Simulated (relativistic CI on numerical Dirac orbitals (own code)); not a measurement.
**Level scheme of S⁶⁺**

Computed by Dirac-Coulomb-Breit CI, KLI orbitals optimised for each configuration, QED by a radiative potential, valence Slater integrals scaled by 0.9, configuration energies shifted to the measured levels that pair with them (semi-empirical) (own radial code, finite nucleus).

CI space (outside the closed core 1s2): 2s2 2p6, 2s2 2p5 3s, 2s2 2p5 3p, 2s2 2p5 3d, 2s2 2p5 5d, 2s2 2p5 6d, 2s 2p6 3s, 2s2 2p5 4s, 2s2 2p5 4p, 2s2 2p5 4d, 2s 2p6 3p, 2s2 2p5 4f, 2s2 2p4 3s2, 2s 2p6 3d, 2s2 2p4 3s 3p, 2s2 2p4 3p2, 2s2 2p4 3s 3d, 2s 2p6 4s, 2s 2p6 4p, 2s2 2p4 3p 3d, 2s 2p6 4d, 2s 2p6 4f, 2s 2p5 3s2, 2s2 2p4 3d2, 2s 2p5 3s 3p. Levels of other configurations are missing.

```
No.  Configuration  Term  J  E (cm⁻¹)    %  Next component (%)  Lifetime (s)      jj configuration (%)
  1        2s2 2p6    1S  0         0  100                                                closed (100)
  2     2s2 2p5 3s   3P°  2   1371903  100                          1.28e-03          2p3/2^3 3s (100)
  3     2s2 2p5 3s   3P°  1   1376149   79              21 1P°      4.34e-11           2p3/2^3 3s (78)
  4     2s2 2p5 3s   3P°  0   1381863  100                          1.25e-01    2p1/2 2p3/2^4 3s (100)
  5     2s2 2p5 3s   1P°  1   1387717   79              21 3P°      1.12e-11     2p1/2 2p3/2^4 3s (78)
  6     2s2 2p5 3p    3S  1   1468722   96                2 3P      1.06e-09        2p3/2^3 3p3/2 (42)
  7     2s2 2p5 3p    3D  3   1483360  100                          6.24e-10       2p3/2^3 3p3/2 (100)
  8     2s2 2p5 3p    3D  2   1484443   77               18 1D      6.47e-10        2p3/2^3 3p1/2 (91)
  9     2s2 2p5 3p    3D  1   1488004   69               18 1P      6.24e-10        2p3/2^3 3p1/2 (39)
 10     2s2 2p5 3p    3P  2   1491748   58               41 1D      5.45e-10        2p3/2^3 3p3/2 (98)
 11     2s2 2p5 3p    1P  1   1495524   51               30 3D      6.23e-10  2p1/2 2p3/2^4 3p1/2 (66)
 12     2s2 2p5 3p    3P  0   1497839   99                          4.92e-10  2p1/2 2p3/2^4 3p1/2 (60)
 13     2s2 2p5 3p    1D  2   1498461   41               37 3P      5.77e-10  2p1/2 2p3/2^4 3p3/2 (90)
 14     2s2 2p5 3p    3P  1   1499625   67               30 1P      5.36e-10  2p1/2 2p3/2^4 3p3/2 (76)
 15     2s2 2p5 3p    1S  0   1556713   97     2 2s2 2p5 4p 1S      1.50e-10        2p3/2^3 3p3/2 (59)
 16     2s2 2p5 3d   3P°  0   1623796  100                          2.33e-10       2p3/2^3 3d3/2 (100)
 17     2s2 2p5 3d   3P°  1   1624950   98               2 3D°      1.54e-10        2p3/2^3 3d3/2 (63)
 18     2s2 2p5 3d   3P°  2   1627382   92               5 3D°      2.35e-10        2p3/2^3 3d5/2 (64)
 19     2s2 2p5 3d   3F°  4   1630060  100                          2.29e-10       2p3/2^3 3d5/2 (100)
 20     2s2 2p5 3d   3F°  3   1631989   78              19 1F°      2.24e-10        2p3/2^3 3d3/2 (93)
 21     2s2 2p5 3d   3F°  2   1635195   71              17 1D°      2.19e-10        2p3/2^3 3d3/2 (64)
 22     2s2 2p5 3d   1F°  3   1637722   52              43 3D°      2.21e-10        2p3/2^3 3d5/2 (92)
 23     2s2 2p5 3d   3D°  1   1643997   93               5 1P°      1.60e-11  2p1/2 2p3/2^4 3d3/2 (36)
 24     2s2 2p5 3d   1D°  2   1644338   46              29 3F°      2.13e-10  2p1/2 2p3/2^4 3d3/2 (74)
 25     2s2 2p5 3d   3D°  3   1645511   55              29 1F°      2.17e-10  2p1/2 2p3/2^4 3d5/2 (86)
 26     2s2 2p5 3d   3D°  2   1646022   58              34 1D°      2.13e-10  2p1/2 2p3/2^4 3d5/2 (75)
 27     2s2 2p5 3d   1P°  1   1663092   93               5 3D°      9.57e-13  2p1/2 2p3/2^4 3d3/2 (55)
 28    2s2 2p5 4s‡   3P°  2   1816322  100                          5.25e-11          2p3/2^3 4s (100)
 29    2s2 2p5 4s‡   3P°  1   1818489   52              48 1P°      2.64e-11           2p3/2^3 4s (96)
 30    2s2 2p5 4s‡   3P°  0   1826310  100                          5.24e-11    2p1/2 2p3/2^4 4s (100)
 31    2s2 2p5 4s‡   1P°  1   1827909   52              48 3P°      2.45e-11     2p1/2 2p3/2^4 4s (96)
 32    2s2 2p5 4p‡    3S  1   1850974   85      7 2s 2p6 3s 3S      4.73e-11        2p3/2^3 4p3/2 (43)
 33    2s2 2p5 4p‡    3D  3   1858125  100                          1.01e-10       2p3/2^3 4p3/2 (100)
 34    2s2 2p5 4p‡    3D  2   1858804   63               29 1D      9.76e-11        2p3/2^3 4p1/2 (98)
 35    2s2 2p5 4p‡    1P  1   1860418   46               30 3D      9.56e-11        2p3/2^3 4p1/2 (52)
 36    2s2 2p5 4p‡    3P  2   1861292   68               31 1D      1.04e-10        2p3/2^3 4p3/2 (99)
 37    2s2 2p5 4p‡    3P  0   1866975   97                3 1S      1.09e-10        2p3/2^3 4p3/2 (51)
 38    2s2 2p5 4p‡    3D  1   1868344   68               29 1P      9.52e-11  2p1/2 2p3/2^4 4p1/2 (94)
 39    2s2 2p5 4p‡    3P  1   1869245   68               23 1P      9.03e-11  2p1/2 2p3/2^4 4p3/2 (84)
 40    2s2 2p5 4p‡    1D  2   1869806   40               37 3D      9.98e-11  2p1/2 2p3/2^4 4p3/2 (98)
 41    2s2 2p5 4p‡    1S  0   1889931   80     15 2s 2p6 3s 1S      1.28e-10  2p1/2 2p3/2^4 4p1/2 (44)
 42     2s 2p6 3s‡    3S  1   1903483   90     9 2s2 2p5 4p 3S      2.36e-11                2s 3s (90)
 43    2s2 2p5 4d‡   3P°  0   1907601  100                          9.18e-11       2p3/2^3 4d3/2 (100)
 44    2s2 2p5 4d‡   3P°  1   1908408   93               6 3D°      7.46e-11        2p3/2^3 4d3/2 (71)
 45    2s2 2p5 4d‡   3P°  2   1909903   77              14 3D°      9.53e-11        2p3/2^3 4d5/2 (77)
```

Energies count from the lowest computed level; ° marks odd parity; lifetimes are radiative, by E1, M1, E2, M2, E3 decay to levels of this space only. Filled j subshells are mostly left out of the jj labels. ‡ marks configurations that were not tied to measured data.

The mean weight of the leading LS term, summed over parents, in these 45 levels is 78 %, and that of the leading jj configuration (from the same eigenvectors) 79 %.

Configurations whose levels could be paired with our table of measured levels were shifted onto them, all but the ground configuration, by the median error of their levels; single terms can still be off by 1,000 to 2,000 cm⁻¹ or more, and rates follow the energies as ν³ (E1, M1) or ν⁵ (E2). The others borrow a shift and can be off by several thousand cm⁻¹ or more. 21 of the 29 excited levels that our extract of the measured tables holds in this range could be paired (the sources list more); they are missed by 563 cm⁻¹ on average and 4006 at most, after the shifts were fitted to these levels, and levels without a partner can miss by more.

LS names give the leading component of a level, which can be under half, so a name can repeat, a term be missing and a line seem to break the LS rules.
